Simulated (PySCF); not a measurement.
**Working with the constants of LiTe**

UHF-CCSD(T) constants of LiTe, ²Π (doublet), unpaired electrons π ↑ (Li def2-SVP, Te def2-SVP with ECP28; scalar-relativistic core potentials (PySCF 2.14); masses 7.0160 and 129.9062 u):

- ωe: 446.4 cm⁻¹
- ωexe: 2.64 cm⁻¹
- Be: 0.39974 cm⁻¹
- αe: 0.00384 cm⁻¹
- De to Li + Te: 2.22 eV

Problem. What force constant and bond length do these constants imply?

Solution. Reduced mass μred = 6.6565 u; k = 5.8918×10⁻⁷·μred·ωe² (u, cm⁻¹, mdyn/Å) = 0.782 mdyn/Å; Re = √(16.8576/(μred·Be)) (u, cm⁻¹, Å) = 2.517 Å.

Problem. Estimate the centrifugal constant D from the Kratzer relation and find the Dunham coefficient a1.

Solution. D = 4Be³/ωe² = 1.28e-06 cm⁻¹; a1 = −1 − αeωe/(6Be²) = -2.79.

Correlated steps freeze 4 core orbitals. Correlated levels converge slowly with the basis: in double zeta they bind strong bonds too weakly, by up to about 1 eV, and carry superposition errors of some tenths. These are scalar-relativistic numbers at best; spin–orbit coupling would shift them, the dissociation energy most. The state is the lowest determinant that a PBE0 search found; another state may lie lower at other levels.
